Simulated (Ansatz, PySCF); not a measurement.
AlCl, SMILES [Al][Cl] (connectivity only; charge and spin as stated), neutral, multiplicity 1. Atoms are numbered in the order given.

```xyz
2

Al     0.0000     0.0000    -1.2093
Cl     0.0000     0.0000     0.9377
```
Charge 0, spin multiplicity 1.

Geometry optimised at PBE0-D3(BJ)/def2-TZVPD.

Two levels are set side by side: PBE-D3(BJ)/def2-TZVPD (Ansatz, an electronic-structure program) and PBE0-D3(BJ)/def2-TZVPD (Ansatz). Each level has its own optimised geometry; the coordinates shown are those of the second. Frequencies come from the Hessian of PySCF at each geometry. Differences are taken from unrounded values.

```
quantity                            PBE0-D3(BJ)  PBE-D3(BJ)  PBE-D3(BJ) minus PBE0-D3(BJ)
----------------------------------  -----------  ----------  ----------------------------
bond Al1–Cl2 (Å)                          2.147       2.165                         0.018
highest harmonic wavenumber (cm⁻¹)          470         454                           -16
mean harmonic wavenumber (cm⁻¹)             470         454                           -16
zero-point energy (kcal/mol)               0.67        0.65                         -0.02
```
